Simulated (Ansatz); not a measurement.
A series at Si: from trimethylsilanol, ligands are replaced one by one, each step taking up H₂O and setting free CH₄; n counts the steps. Ansatz, PBE0-D4/def2-TZVP geometries. Each molecule was computed in one conformer, which needn't be the lowest.

```csv
n,molecule,"HOMO energy, ωB97M-V/def2-TZVPP (eV)"
0,`C[Si](C)(C)O`,?
1,`C[Si](C)(O)O`,-10.31
2,`C[Si](O)(O)O`,-11.07
3,`O[Si](O)(O)O`,-11.59
```

By hand: fit a straight line y = ȳ + b (n − n̄) to the 3 given rows and predict n = 0.

n̄ = 2.000, ȳ = -10.990; Σ(n − n̄)(y − ȳ) = -1.280, Σ(n − n̄)² = 2.000, so b = -0.640 eV a step. Prediction: -10.990 + (-0.640) × (-2.000) = -9.71 eV.

By hand: compare with the computed value, -10.28 eV, and give the steps along the whole series.

The line misses by -0.57 eV (computed minus predicted). Steps: -0.03, -0.76, -0.52 eV.

The steps differ by up to 0.73 eV without a steady trend. The highest orbital can change its character along such a series. The miss is 43.5 % of the series' range.
